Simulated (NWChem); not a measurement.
# Ionisation of arsine (H3As)

```xyz
4

As     0.0010     0.0726     0.0000
H     -0.6465    -0.7900     1.1000
H     -0.6465    -0.7900    -1.1000
H      1.2585    -0.8174     0.0000
```
Charge 0, spin multiplicity 1.

Everything below was run with NWChem. All single points use one geometry, from PBE/def2-SVP, a minimum by its harmonic frequencies.

Basis set: def2-TZVP. −ε marks an orbital energy of the parent.

The Hamiltonian is non-relativistic. B3LYP has NWChem's definition, with VWN1-RPA local correlation.

**Question.** One of these methods gave a first vertical ionisation energy of 10.45 eV. Which?
A. −ε(HOMO) of HF
B. −ε(HOMO) of B3LYP
C. −ε(HOMO) of PBE
D. −ε(HOMO) of PBE0

**Answer.** A, −ε(HOMO) of HF. The others give 7.89 (−ε(HOMO) of PBE0), 7.70 (−ε(HOMO) of B3LYP), 6.76 (−ε(HOMO) of PBE).
